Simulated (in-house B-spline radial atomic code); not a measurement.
**The cobalt ion Co⁸⁺: [Ar] 3d1**

All numbers are computed (non-relativistic Hartree-Fock with fractional occupations, spin-polarised, spherical fractional occupations; point nucleus) with an all-electron radial atomic-structure program (B-spline basis), not measured.

Effective charges: Z_r = [3n² - l(l+1)]/(2<r>) from the radius, Z_e = n√(-2ε) from the energy, and Slater's rules. Values are occupation-weighted means over spin.

```json
{"shell": "1s", "electrons": "2", "ε (eV)": "-7890.3", "<r> (bohr)": "0.05689", "Z_r": "26.37", "Z_e": "24.08", "Slater": "26.70"}
{"shell": "2s", "electrons": "2", "ε (eV)": "-1140.9", "<r> (bohr)": "0.2567", "Z_r": "23.37", "Z_e": "18.31", "Slater": "22.85"}
{"shell": "2p", "electrons": "6", "ε (eV)": "-1011.4", "<r> (bohr)": "0.225", "Z_r": "22.22", "Z_e": "17.24", "Slater": "22.85"}
{"shell": "3s", "electrons": "2", "ε (eV)": "-290.36", "<r> (bohr)": "0.7233", "Z_r": "18.67", "Z_e": "13.86", "Slater": "15.75"}
{"shell": "3p", "electrons": "6", "ε (eV)": "-245.81", "<r> (bohr)": "0.7339", "Z_r": "17.03", "Z_e": "12.75", "Slater": "15.75"}
{"shell": "3d", "electrons": "1", "ε (eV)": "-161.48", "<r> (bohr)": "0.7473", "Z_r": "14.05", "Z_e": "10.34", "Slater": "9.00"}
```

The least bound orbital is 3d up at -161.5 eV, and it is also the most diffuse (<r> = 0.7473 bohr).

Caution: exact exchange at fractional occupations of open shells leaves self-interaction of up to several eV.
